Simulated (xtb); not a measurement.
C₂H₅AlO₃, SMILES CC(=O)[O][AlH][OH]. All values are semi-empirical tight-binding results from xtb (GFN2-xTB unless named), good for trends rather than for accurate numbers. The structure is a stationary point at GFN2-xTB. The structure was generated by enumeration; whether it is a known compound was not checked. One conformer was computed; it need not be the lowest.

Optimised geometry:

```xyz
11

Al    -0.4441     1.1572     0.9721
H     -1.4421     2.2006     0.5913
O     -0.0989     0.0202    -0.2062
C     -0.0121    -0.9434    -1.1213
C      1.3002    -0.9439    -1.8652
O     -0.9026    -1.7215    -1.3104
H      1.3228    -1.7670    -2.5730
H      2.1163    -1.0399    -1.1524
H      1.4157     0.0016    -2.3909
O      0.2526     1.1649     2.4520
H      0.6228     1.1764     3.3231
```
Charge 0, spin multiplicity 1.

For metal compounds this method's bond lengths and energies can be far off.

### Question
Estimate the properties. (An estimate is asked for; the answer gives what the named calculation found.)

### Answer

```yaml
orbital_gap: 4.78 eV
zero_point_energy: 43.9 kcal/mol
G − E(el) at 298.15 K (modified RRHO): 22.8 kcal/mol
```

Computed atomic charges and the Wiberg bond orders between heavy atoms:
charges (e) Al1 0.42, H2 -0.06, O3 -0.31, C4 0.37, C5 -0.15, O6 -0.38, H7 0.08, H8 0.08, H9 0.07, O10 -0.45, H11 0.32. Bond orders Al1–O3 1.19, O3–C4 1.08, C4–C5 0.98, C4–O6 1.79, Al1–O10 1.42.
